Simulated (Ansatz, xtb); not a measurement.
## Relative energy of two isomers of CHBrFSn−

We compare X, `[F]/[Sn-]=[CH]/Br`, a singlet, with Y, `[F]/[Sn-]=[CH]\Br`, a singlet. Both are isolated ions in the gas phase, relaxed with PBE0-D3(BJ)/def2-SVPD.

Quicker runs give these differences E(Y) − E(X): GFN2-xTB +12.39 kJ/mol; HF/STO-3G +6.33 kJ/mol (at GFN2-xTB geometries); r2SCAN-D4/def2-SVPD +4.16 kJ/mol (at GFN2-xTB geometries).

Task: Estimate E(Y) − E(X) at the level CCSD(T)/def2-SVPD + ΔMP2/def2-TZVPPD.

Result: Too close to call at this level: CCSD(T)/def2-SVPD + ΔMP2/def2-TZVPPD gives E(Y) − E(X) = +1.92 kJ/mol.

The same difference at several levels:

| level | geometry | E(Y) − E(X) (kJ/mol) | departure from the last row (kJ/mol) | job, with rough time for the two |
| --- | --- | --- | --- | --- |
| GFN2-xTB | GFN2-xTB | +12.39 | +10.48 | optimisation, 0.16 s |
| HF/STO-3G | GFN2-xTB | +6.33 | +4.42 | single point, 1.6 s |
| r2SCAN-D4/def2-SVPD | GFN2-xTB | +4.16 | +2.24 | single point, 4.2 s |
| PBE0-D3(BJ)/def2-SVPD | PBE0-D3(BJ)/def2-SVPD | +2.14 | +0.23 | optimisation, 79 s |
| HF/def2-SVPD | PBE0-D3(BJ)/def2-SVPD | +3.72 | +1.81 | part of the CCSD(T) run |
| MP2/def2-SVPD | PBE0-D3(BJ)/def2-SVPD | +1.19 | −0.73 | part of the CCSD(T) run |
| CCSD(T)/def2-SVPD | PBE0-D3(BJ)/def2-SVPD | +2.49 | +0.57 | single point |
| CCSD(T)/def2-SVPD + ΔMP2/def2-TZVPPD | PBE0-D3(BJ)/def2-SVPD | +1.92 |  | single point, 98 s |

As drawn, both hold the same kinds of bond in the same numbers.

The largest departure from CCSD(T)/def2-SVPD + ΔMP2/def2-TZVPPD is that of GFN2-xTB, 10.48 kJ/mol. The last row adds to CCSD(T) the change of the MP2 difference between the two basis sets, here −0.57 kJ/mol.

With harmonic frequencies from PBE0-D3(BJ)/def2-SVPD (ideal gas, rigid rotor, one conformer each, 298.15 K, 1 atm): on the last row, ΔE + ΔZPE = +2.39, ΔH = +2.13, ΔG = +2.48 kJ/mol.

The correlated steps freeze 15 core orbitals; the filled d shell of Br and Sn is correlated, in a basis made for valence electrons. Atoms past krypton carry core potentials in the def2 sets, other sets are all-electron and non-relativistic, and no spin–orbit term is included. Run with Ansatz 0.2.0, xtb 6.7.1; the last row on 2 threads of Intel(R) Xeon(R) Platinum 8375C CPU @ 2.90GHz (Ice Lake) on a shared host.
